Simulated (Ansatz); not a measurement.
**Molecular dynamics of H4SO**

Input file:

```yaml
crystal:
  lattice:
    - [6.463304, 0.0, 0.0]
    - [0.0, 6.463304, 0.0]
    - [0.0, 0.0, 6.463304]
  atoms:
    - { symbol: S, position: [0.17366072, 0.12174395, 0.83794701] }
    - { symbol: H, position: [0.06346434, 0.18990564, 0.67373806] }
    - { symbol: H, position: [0.2042835, -0.0649298, 0.75304044] }
    - { symbol: S, position: [0.75791481, 0.85241616, 0.6439225] }
    - { symbol: H, position: [0.60680879, 0.71656263, 0.59658243] }
    - { symbol: H, position: [0.78159368, 0.7744137, 0.83557241] }
    - { symbol: S, position: [0.59553712, 0.00305069, 0.19971886] }
    - { symbol: H, position: [0.5135234, 0.15141555, 0.32131151] }
    - { symbol: H, position: [0.54698104, 0.10496475, 0.02531768] }
    - { symbol: O, position: [0.43124904, 0.43455307, 0.51875142] }
    - { symbol: H, position: [0.39302942, 0.34653469, 0.63460135] }
    - { symbol: H, position: [0.30844305, 0.43247894, 0.43282759] }
    - { symbol: O, position: [0.71914162, 0.40041967, 0.88659228] }
    - { symbol: H, position: [0.81042897, 0.30129002, 0.95054656] }
    - { symbol: H, position: [0.74638125, 0.38423814, 0.74067437] }
    - { symbol: O, position: [-0.03800889, 0.33734597, 0.39465088] }
    - { symbol: H, position: [-0.12892796, 0.45581004, 0.39186409] }
    - { symbol: H, position: [-0.1174353, 0.22773691, 0.32967855] }
basis:
  ecutwfc: 500.0
kpoints:
  mp_grid: { grid: [1, 1, 1] }
hamiltonian:
  xc: r2scan
  dispersion: d3bj
scf:
  occupations: { method: fermi_dirac, width: 0.02 }
  lower_state_search: "off"
md:
  timestep: 0.5
  n_steps: 100
  ensemble: nvt_langevin
  temperature: 350.0
  initial_velocities: maxwell_boltzmann
  seed: 46194
  friction: 0.02
```

Launched with:

```bash
$ ansatz run input.yaml --threads 1 --pin off --max-ram 3072MiB --backend cpu --events-out ev --progress --plain --runs-dir out
```

It starts from a partly relaxed structure (largest force component 0.20 eV/Å).

Output, in part (step lines):

```
md step     0: t =     0.00 fs  T =   330.6 K  F+E_penalty+E_count = -4616.82482123 eV  E_kin = 0.769097 eV  (9 SCF iters)
md step     1: t =     0.50 fs  T =   338.9 K  F+E_penalty+E_count = -4616.80584515 eV  E_kin = 0.788448 eV  (8 SCF iters)
md step     2: t =     1.00 fs  T =   323.8 K  F+E_penalty+E_count = -4616.76290524 eV  E_kin = 0.753473 eV  (7 SCF iters)
md step     3: t =     1.50 fs  T =   304.2 K  F+E_penalty+E_count = -4616.71430848 eV  E_kin = 0.707775 eV  (7 SCF iters)
md step     4: t =     2.00 fs  T =   297.1 K  F+E_penalty+E_count = -4616.67348347 eV  E_kin = 0.691189 eV  (7 SCF iters)
md step     5: t =     2.50 fs  T =   286.8 K  F+E_penalty+E_count = -4616.64872293 eV  E_kin = 0.667188 eV  (5 SCF iters)
md step     6: t =     3.00 fs  T =   289.3 K  F+E_penalty+E_count = -4616.64297351 eV  E_kin = 0.673063 eV  (5 SCF iters)
md step     7: t =     3.50 fs  T =   297.3 K  F+E_penalty+E_count = -4616.64659498 eV  E_kin = 0.691783 eV  (5 SCF iters)
[... lines left out ...]
md step   100: t =    50.00 fs  T =   237.6 K  F+E_penalty+E_count = -4616.16733305 eV  E_kin = 0.552782 eV  (8 SCF iters)
```

The steps, from the saved trajectory:

```json
{"time (fs)": "0.0", "T (K)": "331", "potential energy less start (eV)": "0.000"}
{"time (fs)": "1.5", "T (K)": "304", "potential energy less start (eV)": "0.111"}
{"time (fs)": "3.0", "T (K)": "289", "potential energy less start (eV)": "0.182"}
{"time (fs)": "4.5", "T (K)": "303", "potential energy less start (eV)": "0.200"}
{"time (fs)": "6.0", "T (K)": "279", "potential energy less start (eV)": "0.283"}
{"time (fs)": "7.5", "T (K)": "267", "potential energy less start (eV)": "0.309"}
{"time (fs)": "9.0", "T (K)": "288", "potential energy less start (eV)": "0.295"}
{"time (fs)": "10.5", "T (K)": "280", "potential energy less start (eV)": "0.342"}
{"time (fs)": "12.0", "T (K)": "345", "potential energy less start (eV)": "0.226"}
{"time (fs)": "13.5", "T (K)": "297", "potential energy less start (eV)": "0.260"}
{"time (fs)": "15.0", "T (K)": "234", "potential energy less start (eV)": "0.426"}
{"time (fs)": "16.5", "T (K)": "263", "potential energy less start (eV)": "0.359"}
{"time (fs)": "18.0", "T (K)": "257", "potential energy less start (eV)": "0.405"}
{"time (fs)": "19.5", "T (K)": "192", "potential energy less start (eV)": "0.543"}
{"time (fs)": "21.0", "T (K)": "224", "potential energy less start (eV)": "0.495"}
{"time (fs)": "22.5", "T (K)": "267", "potential energy less start (eV)": "0.489"}
{"time (fs)": "24.0", "T (K)": "247", "potential energy less start (eV)": "0.509"}
{"time (fs)": "25.5", "T (K)": "291", "potential energy less start (eV)": "0.426"}
{"time (fs)": "27.0", "T (K)": "228", "potential energy less start (eV)": "0.521"}
{"time (fs)": "28.5", "T (K)": "216", "potential energy less start (eV)": "0.552"}
{"time (fs)": "30.0", "T (K)": "248", "potential energy less start (eV)": "0.442"}
{"time (fs)": "31.5", "T (K)": "170", "potential energy less start (eV)": "0.534"}
{"time (fs)": "33.0", "T (K)": "153", "potential energy less start (eV)": "0.559"}
{"time (fs)": "34.5", "T (K)": "211", "potential energy less start (eV)": "0.485"}
{"time (fs)": "36.0", "T (K)": "173", "potential energy less start (eV)": "0.643"}
{"time (fs)": "37.5", "T (K)": "206", "potential energy less start (eV)": "0.604"}
{"time (fs)": "39.0", "T (K)": "267", "potential energy less start (eV)": "0.508"}
{"time (fs)": "40.5", "T (K)": "198", "potential energy less start (eV)": "0.670"}
{"time (fs)": "42.0", "T (K)": "237", "potential energy less start (eV)": "0.538"}
{"time (fs)": "43.5", "T (K)": "265", "potential energy less start (eV)": "0.461"}
{"time (fs)": "45.0", "T (K)": "214", "potential energy less start (eV)": "0.566"}
{"time (fs)": "46.5", "T (K)": "281", "potential energy less start (eV)": "0.519"}
{"time (fs)": "48.0", "T (K)": "332", "potential energy less start (eV)": "0.454"}
{"time (fs)": "49.5", "T (K)": "237", "potential energy less start (eV)": "0.661"}
```

The run went to its last step. The mean temperature of the second half is 34 % below the set value. A run of 0.05 ps of so small a system gives no equilibrium averages. Limits of this set-up: coarse k mesh.

Mean squared displacements from the first frame to the last, about the centre of mass: S 0.02 Å², H 0.23 Å², O 0.05 Å².

Last frame:

```xyz
18
Lattice="6.4633 0.0000 0.0000 0.0000 6.4633 0.0000 0.0000 0.0000 6.4633" Properties=species:S:1:pos:R:3
S 1.110 0.777 5.293
H 0.546 0.474 4.062
H 2.124 -0.119 5.172
S 4.823 5.424 4.200
H 3.882 4.467 3.997
H 5.096 4.865 5.348
S 3.994 -0.026 1.346
H 3.647 1.131 1.990
H 3.539 0.373 0.139
O 2.849 2.664 3.385
H 2.899 2.379 4.318
H 2.067 2.193 3.220
O 4.610 2.594 5.583
H 5.281 1.898 5.938
H 4.933 2.642 4.695
O -0.312 2.289 2.831
H -0.586 3.163 2.680
H -0.971 1.789 2.249
```

Time of the run: 12 min on 1 thread of AMD EPYC 9R14 (Zen 4), with other jobs on the host, peak memory 0.87 GiB.
